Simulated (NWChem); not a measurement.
Species: SiO₂ anion, doublet

```xyz
3

O     -1.4759     0.0000    -0.2647
Si     0.0000     0.0000     0.3025
O      1.4759     0.0000    -0.2647
```
Atoms are numbered in this order, from 1.

Results from NWChem. Spin-unrestricted. In the optimisation the excess spin sits in a1 (C2v, its own frame). Sets without diffuse functions describe the anion's extra electron poorly. Coordinates come from a B3LYP/def2-SVPD, spin-unrestricted optimisation. No stability test was run on the SCF state. The highest occupied level is positive in some or all of these runs, so the extra electron may be held by the finite basis. Total energies compare along this basis series because the functional is fixed.

| level | basis functions | energy (Ha) | highest occupied level (eV) | lowest empty minus highest occupied level, either spin (eV) |
|---|---|---|---|---|
| CAM-B3LYP/STO-3G | 19 | -434.1470 | 6.45 | 6.42 |
| CAM-B3LYP/def2-SVP | 46 | -439.7266 | -1.05 | 5.56 |
| CAM-B3LYP/def2-SVPD | 70 | -439.7798 | -2.07 | 5.24 |
| CAM-B3LYP/def2-TZVP | 99 | -440.0560 | -1.76 | 5.58 |
| CAM-B3LYP/def2-TZVPD | 123 | -440.0654 | -2.08 | 5.16 |
| CAM-B3LYP/def2-TZVPP | 104 | -440.0562 | -1.76 | 5.58 |
| CAM-B3LYP/def2-QZVP | 184 | -440.0820 | -1.97 | 5.45 |
